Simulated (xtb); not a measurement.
PbCl, SMILES [Cl][Pb+] (connectivity only; charge and spin as stated), charge +1, multiplicity 1. All values are semi-empirical tight-binding results from xtb (GFN2-xTB unless named), good for trends rather than for accurate numbers. Geometry optimised at GFN2-xTB. The multiplicity is an assumed one; other spin states were not compared.

For metal compounds this method's bond lengths and energies can be far off.

Computed properties:
- point group as xtb finds it = C∞v
- orbital gap = 3.06 eV
